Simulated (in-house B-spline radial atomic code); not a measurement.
## RPA and G0W0 on LDA VWN5: Cs7+

Configuration [Kr] 4d10 5s2, mean-field start LDA VWN5. Computed with an all-electron radial atomic-structure program (B-spline basis): all electrons, scalar-relativistic (spin-free one-electron X2C), finite nucleus, each spin shell either full or empty, empty states to l = 9 with an (l + 1/2)⁻⁴ tail; G0W0 by contour deformation at full frequency.

Command:
```bash
python run_gw.py task.json out
```
Settings (radii: box in bohr, nucleus in fm):
```
Z                        55
electrons                48
configuration            [Kr] 4d10 5s2
hamiltonian              x2c
method                   lda,vwn
lmax                     9
rms_radius               4.8041
spin_polarised           False
box_radius               8.41
intervals                66
ion_configuration        [Kr] 4d10 5s1
```

Run time, properties included: 6.9 s on 1 thread of Arm Neoverse V2, with other jobs on the host.

Energies (hartree):

```json
{"term": "mean-field total", "value": "-7767.73557"}
{"term": "Hartree-Fock functional on these orbitals", "value": "-7771.76066"}
{"term": "direct second order", "value": "-4.4939"}
{"term": "second-order exchange", "value": "1.2253"}
{"term": "SOSEX correction", "value": "1.1423"}
```

Problem. What is the RPA correlation energy, and what remains with SOSEX?

Solution. RPA gives -3.9614 hartree (-2.25 eV per electron); RPA + SOSEX gives -2.8192, and the second-order doubles -3.2687 hartree (no singles). SOSEX takes back 29 % of the RPA value.

Quasi-particle levels (eV):

```csv
level,occupied,mean field,Σx - vxc,Σc,QP weight,G0W0
5s,yes,-105.26,-3.36,?,?,?
5p,no,-88.23,8.09,-2.02,0.964,-82.16
```

G0W0 = mean field + (Σx - vxc) + Σc, with Σc (partial-wave tail included) taken at the quasi-particle energy. Only the outer levels were computed. Levels of low weight are left out.

Problem. Where does G0W0 put 5s?

Solution. At -111.56 eV, with Σc = -2.94 eV and a quasi-particle weight of 0.966. The tabulated removal energy is 110.1 ± 0.6 eV (NIST, semi-empirical); the calculation leaves out spin-orbit coupling, Breit and QED terms, and what these don't explain is the method's own error.

Problem. What does it cost to remove one electron (to [Kr] 4d10 5s1) by differences of total energies, each species on its own start (correlation terms add to the Hartree-Fock functional)?

Solution. LDA VWN5 112.00 eV, Hartree-Fock functional 108.36 eV, + RPA 111.43 eV, + RPA + SOSEX 110.76 eV, + second order 112.39 eV. Tabulated: 110.1 ± 0.6 eV (NIST, semi-empirical); the calculation leaves out spin-orbit coupling, Breit and QED terms, and what these don't explain is the method's own error.
